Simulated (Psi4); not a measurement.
C₂H₅BrCd (SMILES C[CH2][Cd][Br]), singlet, geometry from GFN2-xTB (such geometries of metal compounds can be far from the true shape) (core potentials on Cd); PBE/def2-SV(P) run with Psi4.

Input for Psi4:
```
memory 2 GB

molecule mol {
0 1
Cd    0.108340   -0.686925    0.568884
Br    0.428477    1.725648   -0.073307
C    -0.976442   -2.033583   -0.767277
C    -1.312751   -1.175651   -1.981444
H    -1.889574   -2.401580   -0.295937
H    -0.363674   -2.887149   -1.060885
H    -0.404652   -0.809937   -2.473332
H    -1.930399   -0.315123   -1.701202
H    -1.873561   -1.756075   -2.717023
}

set {
  basis def2-sv(p)
  reference rks
}

energy('pbe')
print_variables()
```

**Question.** What does Psi4 print? Leave out banner, timings and long lists.

**Answer.** 
```
   => Loading Basis Set <=

    Name: DEF2-SV(P)
    Role: ORBITAL
    Keyword: BASIS

    !!!  WARNING: ECP capability is in beta. Please check occupations closely.  !!!

         ---------------------------------------------------------
                                   SCF
               by Justin Turney, Rob Parrish, Andy Simmonett
                          and Daniel G. A. Smith
                              RKS Reference
         ---------------------------------------------------------

  ==> Geometry <==

    Molecular point group: c1
    Full point group: C1

    Geometry (in Angstrom), charge = 0, multiplicity = 1:

       Center              X                  Y                   Z               Mass
    ------------   -----------------  -----------------  -----------------  -----------------
         CD           0.053475682721    -0.737396284353     0.489036824131   113.903365090000
         BR           0.373612682721     1.675176715647    -0.153154175869    78.918337600000
         C           -1.031306317279    -2.084054284353    -0.847124175869    12.000000000000
         C           -1.367615317279    -1.226122284353    -2.061291175869    12.000000000000
         H           -1.944438317279    -2.452051284353    -0.375784175869     1.007825032230
         H           -0.418538317279    -2.937620284353    -1.140732175869     1.007825032230
         H           -0.459516317279    -0.860408284353    -2.553179175869     1.007825032230
         H           -1.985263317279    -0.365594284353    -1.781049175869     1.007825032230
         H           -1.928425317279    -1.806546284353    -2.796870175869     1.007825032230

  Running in c1 symmetry.

  Rotational constants: A =      0.12466  B =      0.04145  C =      0.03148 [cm^-1]
  Rotational constants: A =   3737.23514  B =   1242.56686  C =    943.67206 [MHz]
  Nuclear repulsion =  329.403836173212142

  Charge       = 0
  Multiplicity = 1
  Electrons    = 72
  Nalpha       = 36
  Nbeta        = 36

  ==> Algorithm <==

  SCF Algorithm Type is DF.
  DIIS enabled.
  MOM disabled.
  Fractional occupation disabled.
  Guess Type is SAD.
  Energy threshold   = 1.00e-06
  Density threshold  = 1.00e-06
  Integral threshold = 1.00e-12

  ==> Primary Basis <==

  Basis Set: DEF2-SV(P)
    Blend: DEF2-SV(P)
    Number of shells: 44
    Number of basis functions: 94
    Number of Cartesian functions: 101
    Spherical Harmonics?: true
    Max angular momentum: 2

  Core potential: DEF2-SV(P)
    Number of shells: 4
    Number of ECP primitives: 14
    Number of ECP core electrons: 28
    Max angular momentum: 3

  ==> DFT Potential <==

   => LibXC <=

    Version 7.1.2
    S. Lehtola, C. Steigemann, M. J. T. Oliveira, and M. A. L. Marques,  SoftwareX 7, 1–5 (2018) (10.1016/j.softx.2017.11.002)

   => Composite Functional: PBE <=

    PBE GGA Exchange-Correlation Functional

    J.P. Perdew et. al., Phys. Rev. Lett., 77(18), 3865-3868, 1996

    Deriv               =              1
    GGA                 =           TRUE
    Meta                =          FALSE

    Exchange Hybrid     =          FALSE
    MP2 Hybrid          =          FALSE

   => Exchange Functionals <=

    1.0000     XC_GGA_X_PBE

   => Correlation Functionals <=

    1.0000     XC_GGA_C_PBE

   => LibXC Density Thresholds  <==

    XC_GGA_C_PBE:  1.00E-12
    XC_GGA_X_PBE:  1.00E-15

   => Molecular Quadrature <=

    Radial Scheme          =       TREUTLER
    Pruning Scheme         =           NONE
    Nuclear Scheme         =       TREUTLER

    Blocking Scheme        =         OCTREE
    BS radius alpha        =              1
    Pruning alpha          =              1
    Radial Points          =             75
    Spherical Points       =            302
    Total Points           =         192905
    Total Blocks           =           1501
    Max Points             =            256
    Max Functions          =             91
    Weights Tolerance      =       1.00E-15

[...]
    wK tasked:                   No
    Algorithm:                 Core
    Schwarz Cutoff:           1E-12
    Mask sparsity (%):       5.0702
    Fitting Condition:        1E-10

   => Auxiliary Basis Set <=

  Basis Set: (DEF2-SV(P) AUX)
    Blend: DEF2-UNIVERSAL-JKFIT
    Number of shells: 189
    Number of basis functions: 761
    Number of Cartesian functions: 1033
    Spherical Harmonics?: true
    Max angular momentum: 6

  Minimum eigenvalue in the overlap matrix is 4.2242028609E-03.
  Reciprocal condition number of the overlap matrix is 6.9901755493E-04.
    Using symmetric orthogonalization.

  ==> Pre-Iterations <==

  SCF Guess: Superposition of Atomic Densities via on-the-fly atomic UHF (no occupation information).

   -------------------------
    Irrep   Nso     Nmo
   -------------------------
     A         94      94
   -------------------------
    Total      94      94
   -------------------------

  ==> Iterations <==

                           Total Energy        Delta E     RMS |[F,P]|

   @DF-RKS iter SAD: -2817.87436331033450   -2.81787e+03   0.00000e+00
   @DF-RKS iter   1: -2819.27300689107051   -1.39864e+00   1.88847e-02 ADIIS/DIIS
   @DF-RKS iter   2: -2815.95204856130249    3.32096e+00   2.95153e-02 ADIIS/DIIS
   @DF-RKS iter   3: -2820.13061969819410   -4.17857e+00   5.11299e-03 ADIIS/DIIS
   @DF-RKS iter   4: -2820.18203485655931   -5.14152e-02   3.26641e-03 ADIIS/DIIS
   @DF-RKS iter   5: -2820.22786594598711   -4.58311e-02   1.46747e-03 ADIIS/DIIS
   @DF-RKS iter   6: -2820.24066450492182   -1.27986e-02   5.01250e-04 ADIIS/DIIS
   @DF-RKS iter   7: -2820.24206428015123   -1.39978e-03   1.14062e-04 ADIIS/DIIS
   @DF-RKS iter   8: -2820.24211370254216   -4.94224e-05   2.96023e-05 DIIS
   @DF-RKS iter   9: -2820.24211778282188   -4.08028e-06   8.00939e-06 DIIS
   @DF-RKS iter  10: -2820.24211816670913   -3.83887e-07   1.42803e-06 DIIS
   @DF-RKS iter  11: -2820.24211817843343   -1.17243e-08   2.65878e-07 DIIS
  Energy and wave function converged.

  ==> Post-Iterations <==

   Electrons on quadrature grid:
      Ntotal   =   72.0000383127 ; deviation = 3.831e-05

    Orbital Energies [Eh]
    ---------------------

    Doubly Occupied:

[...]
    Virtual:

[...]
      94A     56.513060

    Final Occupation by Irrep:
              A
    DOCC [    36 ]
    NA   [    36 ]
    NB   [    36 ]

  @DF-RKS Final Energy: -2820.24211817843343

   => Energetics <=

    Nuclear Repulsion Energy =            329.4038361732121416
    One-Electron Energy =               -4642.1141566082287682
    Two-Electron Energy =                1611.4061696947744622
    DFT Exchange-Correlation Energy =    -118.9379674381909950
    Empirical Dispersion Energy =           0.0000000000000000
    VV10 Nonlocal Energy =                  0.0000000000000000
    Total Energy =                      -2820.2421181784334294

Computation Completed

Properties will be evaluated at   0.000000,   0.000000,   0.000000 [a0]

Properties computed using the SCF density matrix

 Multipole Moments:

 ------------------------------------------------------------------------------------
     Multipole            Electronic (a.u.)      Nuclear  (a.u.)        Total (a.u.)
 ------------------------------------------------------------------------------------

 L = 1.  Multiply by 2.5417464519 to convert [e a0] to [Debye]
 Dipole X            :         13.0134589          -13.1973821           -0.1839232
 Dipole Y            :        -30.8530635           29.4796889           -1.3733746
 Dipole Z            :         41.3186104          -40.9650420            0.3535684
 Magnitude           :                                                    1.4300337

 ------------------------------------------------------------------------------------

  Variable Map:
  ----------------------------------------------------------------------------
[...]
  Array Variable Map:
  ----------------------------------------------------------------------------
[...]
[...]
```
